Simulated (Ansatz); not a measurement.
Consider the ligand exchange at the Si–S bond: `S[SiH2]S` + `C[SeH]` → `C[Se][SiH2]S` + H₂S.

Gas-phase electronic energies from Ansatz, PBE0-D4/def2-TZVP geometries. CBS: MP2 limit from def2 TZ/QZ plus the TZ coupled-cluster correction, frozen cores. This one scheme is used for every species. DFT in def2-TZVPP. For Se outer-core shells are correlated without core-valence functions, which leaves a few kJ/mol of doubt a bond. Scalar relativity is left out up to krypton. Each species was taken in one conformer, which may not be the lowest.

`S[SiH2]S`:

Z-matrix (Å, degrees):
```
Si
S 1 2.126
S 1 2.137 2 108.8
H 1 1.482 2 104.0 3 120.9
H 1 1.484 2 113.0 3 -120.3
H 2 1.344 1 94.4 3 59.4
H 3 1.345 1 93.8 2 -156.0
```

`C[SeH]`:

Cartesian coordinates in Å:
```
C 0.543 -0.032 0.044
Se -1.133 0.575 -0.743
H 0.622 0.298 1.077
H 1.335 0.430 -0.543
H 0.629 -1.114 -0.026
H -1.997 -0.157 0.191
```

`C[Se][SiH2]S`:

Cartesian coordinates in Å:
```
C -0.615 -1.671 -0.196
Se 1.074 -1.016 0.543
Si 0.894 1.111 -0.202
S -0.888 2.093 0.454
H -1.429 -1.020 0.117
H -0.763 -2.670 0.211
H -0.556 -1.719 -1.281
H 0.787 1.185 -1.681
H 2.124 1.790 0.273
H -0.629 1.917 1.761
```

H₂S:

Z-matrix (Å, degrees):
```
S
H 1 1.341
H 1 1.341 2 92.3
```

```json
{"level": "PBE-D4", "ΔE (kJ/mol)": "-12.8", "difference from CCSD(T)/CBS": "0.7"}
{"level": "ωB97X-V", "ΔE (kJ/mol)": "-9.4", "difference from CCSD(T)/CBS": "4.1"}
{"level": "ωB97M-V", "ΔE (kJ/mol)": "-10.2", "difference from CCSD(T)/CBS": "3.3"}
{"level": "MP2/def2-TZVPP", "ΔE (kJ/mol)": "-13.8", "difference from CCSD(T)/CBS": "-0.3"}
{"level": "SCS-MP2/def2-TZVPP", "ΔE (kJ/mol)": "-11.1", "difference from CCSD(T)/CBS": "2.4"}
{"level": "CCSD/def2-TZVPP", "ΔE (kJ/mol)": "-10.1", "difference from CCSD(T)/CBS": "3.4"}
{"level": "CCSD(T)/def2-TZVPP", "ΔE (kJ/mol)": "-11.5", "difference from CCSD(T)/CBS": "2.0"}
{"level": "HF/def2-QZVPP", "ΔE (kJ/mol)": "-3.3", "difference from CCSD(T)/CBS": "10.2"}
{"level": "HF/CBS(def2)", "ΔE (kJ/mol)": "-3.2", "difference from CCSD(T)/CBS": "10.3"}
{"level": "CCSD/CBS(def2)", "ΔE (kJ/mol)": "-12.1", "difference from CCSD(T)/CBS": "1.4"}
{"level": "CCSD(T)/CBS", "ΔE (kJ/mol)": "-13.5", "difference from CCSD(T)/CBS": "0"}
```

Largest T1 diagnostic among the species: 0.011.

The D4 term adds −6.2 kJ/mol with B3LYP and −3.7 kJ/mol with PBE0; it sums over pairs of atoms, weighted by their polarisabilities, and B3LYP, whose exchange is more repulsive, gets the larger term. In def2-TZVPP, CCSD(T) changes the Hartree–Fock value by −7.8 kJ/mol (the triples alone add −1.4 kJ/mol) and MP2 by −10.0 kJ/mol.

B3LYP here is the variant with VWN-RPA as its local correlation; programs differ in this.
